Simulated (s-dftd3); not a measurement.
F4Se, singlet, at a GFN2-xTB geometry; D3(bj) for tpssh run with s-dftd3.

s-dftd3 was given this input:
```
$ s-dftd3 mol.xyz --bj tpssh --json dftd3.json --noedisp --grad

# file mol.xyz
5

Se    -0.00203224     0.00254110     0.35944284
F      0.96817789     1.31904607    -0.34335275
F      1.32333862    -0.96859697    -0.32517209
F     -0.96433922    -1.32384594    -0.33559484
F     -1.31949995     0.96379711    -0.35377550
```

What the program printed (banner, timings and long lists left out):

```
-----------------------------------
 s i m p l e   D F T - D 3  v1.4.0
-----------------------------------

Rational (Becke-Johnson) damping: tpssh-D3(BJ)
---------------------
  s6         1.0000
  s8         2.2382
  s9         0.0000
  a1         0.4529
  a2         4.6550
 alp        14.0000
--------------------

Dispersion energy:      -3.0383821207557E-03 Eh

Gradient norm:           1.4132378390866E-04 Eh/a0
--------------------------------------------------
     #    Z           dE/dx      dE/dy      dE/dz
--------------------------------------------------
     1   34 Se   -3.618E-08  4.524E-08  6.399E-06
     2    9 F     4.166E-05  5.696E-05 -1.767E-06
     3    9 F     5.697E-05 -4.166E-05 -9.833E-07
     4    9 F    -4.165E-05 -5.698E-05 -1.433E-06
     5    9 F    -5.696E-05  4.164E-05 -2.216E-06
--------------------------------------------------

Virial:
--------------------------------------------------
      component           x          y          z
--------------------------------------------------
          x       4.366E-04  1.711E-08  2.421E-06
          y       1.711E-08  4.366E-04 -3.027E-06
          z       2.421E-06 -3.027E-06  8.488E-06
--------------------------------------------------

[Info] JSON dump of results written to 'dftd3.json'
```
